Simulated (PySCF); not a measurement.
C2H7NOSi2, SMILES N[Si@]1(O)C=C[SiH2]1.

The structure is a stationary point at B3LYP-D3(BJ)/def2-SVP. The structure was generated by enumeration; whether it is a known compound was not checked. Other conformers were not sampled.

Two levels are set side by side: TDDFT-PBE/def2-SVPD (PySCF) and TDDFT-CAM-B3LYP/def2-SVPD (PySCF). Vertical, same geometry. The lowest singlet is HOMO→LUMO 99 % with PBE and HOMO→LUMO 91 % with the other functional; states are paired by order. Differences are taken from unrounded values.

```csv
quantity,TDDFT-CAM-B3LYP
lowest singlet excitation (eV),5.16
lowest triplet excitation (TDA) (eV),4.20
```

### Question
What does TDDFT-PBE give, and how far is it from TDDFT-CAM-B3LYP? (The exact figures need the calculation; the answer reports its results.)

### Answer

```csv
quantity,TDDFT-PBE,TDDFT-PBE minus TDDFT-CAM-B3LYP
lowest singlet excitation (eV),4.12,-1.04
lowest triplet excitation (TDA) (eV),3.84,-0.35
```

A lower first singlet is the usual sign of a functional without exact exchange. Differences between two approximate levels are no errors against the true value.

Rough cost on one machine, each run with all the roots and properties that it gave: TDDFT-CAM-B3LYP against TDDFT-PBE about 7 times.
